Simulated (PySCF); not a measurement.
Mo(F)2(OH)4 (F2H4MoO4), SMILES [OH][Mo]([OH])([F])([F])([OH])[OH], multiplicity 1.

Geometry optimised at r2SCAN-D4/def2-SVP. The multiplicity is an assumed one; other spin states were not compared. The def2 effective core potentials stand for the cores of Mo; spin–orbit coupling is left out. The values are those of a single conformer.

Calculation: TDA-PBE0/def2-SVPD (PySCF 2.14.0).

Vertical excitations. Gas-phase values at a fixed geometry. State labels are in the subgroup C2.

Computed UV-visible absorptions:
```json
[
 {"state": "S1", "symmetry": "B", "energy (eV)": "4.03", "λ (nm)": "307", "f": "0.001", "main pairs": "HOMO→LUMO 75 %"},
 {"state": "S2", "symmetry": "A", "energy (eV)": "4.10", "λ (nm)": "303", "f": "0.002", "main pairs": "HOMO→LUMO+1 53 %, HOMO−2→LUMO+1 23 %, HOMO−1→LUMO 21 %"},
 {"state": "S3", "symmetry": "B", "energy (eV)": "4.15", "λ (nm)": "298", "f": "0.001", "main pairs": "HOMO→LUMO+2 78 %, HOMO→LUMO 12 %"},
 {"state": "S4", "symmetry": "A", "energy (eV)": "4.21", "λ (nm)": "294", "f": "0.002", "main pairs": "HOMO−1→LUMO 39 %, HOMO−2→LUMO+1 30 %, HOMO−1→LUMO+2 29 %"},
 {"state": "S5", "symmetry": "B", "energy (eV)": "4.23", "λ (nm)": "293", "f": "0.001", "main pairs": "HOMO−1→LUMO+1 58 %, HOMO−2→LUMO 29 %, HOMO→LUMO+2 10 %"},
 {"state": "S6", "symmetry": "A", "energy (eV)": "4.25", "λ (nm)": "292", "f": "0.000", "main pairs": "HOMO−1→LUMO+2 53 %, HOMO−2→LUMO+1 39 %"},
 {"state": "T1", "symmetry": "A", "energy (eV)": "3.46", "λ (nm)": "358", "f": "0", "main pairs": "HOMO→LUMO+1 38 %, HOMO−1→LUMO 35 %, HOMO−2→LUMO+1 11 %, HOMO−1→LUMO+2 10 %"},
 {"state": "T2", "symmetry": "B", "energy (eV)": "3.51", "λ (nm)": "353", "f": "0", "main pairs": "HOMO−1→LUMO+1 43 %, HOMO→LUMO 25 %, HOMO−2→LUMO 18 %"}
]
```
Triplets are in the Tamm–Dancoff approximation.
